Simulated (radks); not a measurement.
Ionisation of neutral bromine, [Ar] 3d10 4s2 4p5, to [Ar] 3d10 4s2 4p4 as the strength of local exchange is varied. Calculated with a radial shooting solver on a logarithmic mesh with Libxc functionals: Dirac Kohn-Sham, Slater X-alpha exchange (alpha = 2/3 is LDA exchange), no correlation, spin-unpolarised, spherical densities, finite nucleus; open shells fill j = l - 1/2 first; Fermi nuclear charge, rms radius 4.1629 fm.

| alpha | E(Br) (hartree) | exchange (hartree) | IE (eV) | -e of the level emptied (eV) | <r> of it (bohr) |
|---|---|---|---|---|---|
| 0.562 | -2586.70367 | -71.81463 | 10.066 | 5.598 (4p3/2) | 2.211 |
| 0.581 | -2589.13269 | -74.31146 | 10.273 | 5.779 (4p3/2) | 2.199 |
| 0.667 | -2600.15540 | -85.66894 | 11.232 | 6.622 (4p3/2) | 2.149 |
| 0.973 | -2639.74914 | -126.82262 | 14.947 | 9.968 (4p3/2) | 1.994 |
| 0.986 | -2641.44411 | -128.59657 | 15.115 | 10.121 (4p3/2) | 1.988 |
| 1.001 | -2643.40114 | -130.64602 | 15.310 | 10.300 (4p3/2) | 1.982 |

NIST Atomic Spectra Database: 11.814 eV (measured). The Delta-SCF value meets it near alpha = 0.71. Spin polarisation and multiplet splitting are left out, so open shells lie too high by an amount that depends on their filling.

Beside tabulated values, note that spin-unpolarised runs miss the spin-polarisation part of the exchange energy of open shells.
